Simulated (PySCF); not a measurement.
A side-by-side comparison of computed properties.

First species: C7H7N.
Numbering: `[CH3:1]/[CH:2]=[C:3](\[CH3:4])[C:5]#[C:6][C:7]#[N:8]` (hydrogens: H9, H10, H11 on C1; H12 on C2; H13, H14, H15 on C4)

Second species: C5H11ClOSi.
Geometry (GFN2-xTB, Å), atoms numbered from 1 in this order:
```xyz
19
C5H11ClOSi angstrom
C     -0.974   -1.127    1.065
C     -0.916    0.160    0.295
Si    -2.057    1.570    0.848
C     -0.125    0.332   -0.760
Cl    -0.141    1.900   -1.529
C      0.855   -0.613   -1.385
C      2.275   -0.355   -0.851
O      2.398   -0.660    0.514
H     -0.944   -0.916    2.133
H     -0.159   -1.804    0.826
H     -1.919   -1.630    0.860
H     -2.847    1.055    1.970
H     -1.243    2.701    1.296
H     -2.941    1.952   -0.251
H      0.575   -1.644   -1.168
H      0.858   -0.473   -2.467
H      2.549    0.692   -1.044
H      2.987   -1.003   -1.364
H      1.759   -0.128    1.003
```

Levels: PBE0/pcSseg-1 for dipole moment, HOMO energy, LUMO energy and HOMO–LUMO gap; GFN2-xTB for rotational constant A and rotational constant C. Geometries: GFN2-xTB. Each structure is a single optimised conformer of the isolated species, non-relativistic unless stated; the electronic structure was computed with PySCF and density fitting.

Dipoles, sizes and rotational constants follow the conformer. The torsions of the flexible species, by atom-mapped SMILES:
- `[CH3:1]/[C:2]([SiH3:3])=[C:4](/[Cl:5])[CH2:6][CH2:7][OH:8]`: C2–C4–C6–C7 -96°, C4–C6–C7–O8 66°, H–O8–C7–C6 -58°

Values for the first species:

```
Dipole moment         : 6.30 D
HOMO energy           : -7.24 eV
LUMO energy           : -1.89 eV
HOMO–LUMO gap         : 5.35 eV
Rotational constant A : 6.851 GHz
Rotational constant C : 0.720 GHz
```

**Question.** Estimate the same properties for the second species, and the change in each.

**Answer.** 
| property | first | second | second less first |
| --- | --- | --- | --- |
| dipole moment | 6.30 D | 1.10 D | -5.20 D |
| HOMO energy | -7.24 eV | -7.22 eV | +0.02 eV |
| LUMO energy | -1.89 eV | -0.53 eV | +1.36 eV |
| HOMO–LUMO gap | 5.35 eV | 6.69 eV | +1.34 eV |
| rotational constant A | 6.851 GHz | 1.779 GHz | -5.072 GHz |
| rotational constant C | 0.720 GHz | 0.751 GHz | +0.031 GHz |

On the first: In atomic units the dipole is 2.48 e·bohr (1 au = 2.5417 D). GFN2-xTB frequencies show an imaginary mode (43i cm⁻¹), so this geometry is no minimum at that level.

On the second: In atomic units the dipole is 0.43 e·bohr (1 au = 2.5417 D). A dipole of 1.10 D is allowed in C1, and pure rotational transitions are dipole-allowed.
